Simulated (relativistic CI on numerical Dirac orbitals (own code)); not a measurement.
## Ir LXX: sensitivity of the levels to the model

Base calculation: Dirac-Coulomb-Breit CI, orbitals from a KLI potential per configuration, model QED, unscaled Slater integrals.

CI space (outside the closed core 1s2): 2s2.2p4, 2s.2p5, 2p6, 2p5.3s, 2s2.2p3.3s, 2p5.3p, 2p5.3d, 2s2.2p3.3p, 2s2.2p3.3d, 2s.2p4.3s, 2s.2p4.3p, 2s.2p4.3d, 2s2.2p3.4s, 2s2.2p3.4p, 2s2.2p3.4d, 2s2.2p3.4f, 2s2.2p2.3s2, 2s2.2p2.3s.3p, 2s.2p4.4s, 2s2.2p3.5s, 2s.2p4.4p, 2s2.2p2.3s.3d, 2s2.2p3.5p, 2s2.2p2.3p2, 2s.2p4.4d, 2s2.2p3.5d, 2s2.2p3.5f, 2s2.2p3.5g, 2s.2p4.4f, 2s2.2p2.3p.3d, 2s.2p3.3s2, 2s2.2p2.3d2, 2s.2p3.3s.3p, 2s.2p3.3s.3d, 2s.2p3.3p2, 2s.2p4.5s. Levels of other configurations are missing.

Variants: (1) valence Slater integrals scaled by 0.9; (2) configuration mixing switched off. Shifts of the energy above 2s2.2p4 3P_2, in eV, for the lowest level and the first level of each name with at least 55 % of one term (blank where a level changes its place among those of its configuration and J or its character, or is not in the variant):

```csv
Level,Base,Δ(1),Δ(2)
2s2.2p4 3P_2,0.0,0.0,0.0
2s2.2p4 1S_0,64.9,-5.3,+2.0
2s2.2p4 3P_1,1683.8,+1.4,-0.3
2s2.2p4 1D_2,1702.8,-1.4,-0.3
2s.2p5 3P°_2,2118.9,+2.5,-0.3
2s.2p5 1P°_1,2208.9,-5.9,+0.1
2s2.2p4 3P_0,3415.0,-1.2,+4.3
2s.2p5 3P°_0,3815.9,+2.7,-0.5
2s.2p5 3P°_1,3855.6,-2.0,-0.3
2p6 1S_0,4368.6,-1.8,-6.3
2s2.2p3.3p 3P_0,10039.9,-5.8,+0.6
2s2.2p3.3d 3P°_0,10123.6,-1.0,+0.2
2s2.2p3.3s 3S°_1,11047.3,+2.2,+0.4
2s2.2p3.3s 3D°_3,11059.0,-0.2,+0.3
2s2.2p3.3s 1D°_2,11068.6,-1.0,+0.6
2s2.2p3.3s 3P°_0,11116.7,-4.1,+2.9
2s2.2p3.3s 3P°_1,11120.2,-4.6,+2.4
2s2.2p3.3p 3D_1,11242.0,-3.2,+1.7
2s.2p4.3s 5P_3,11406.8,+6.2,+0.6
2s.2p4.3s 3P_2,11439.7,+2.9,-0.7
2s.2p4.3s 3S_1,11524.3,-4.2,+1.0
2s.2p4.3s 1S_0,11564.9,-8.3,-1.3
```

At this charge energies of transitions that change n are usually good to better than 1 %, and those within a shell (Δn = 0) to a few per cent.

Ionisation energy from the two ground configurations alone: base 17768.4 eV. The NIST ASD value (theoretical) is 17770 eV.

LS names give the leading component of a level, which can be under half, so a name can repeat, a term be missing and a line seem to break the LS rules.
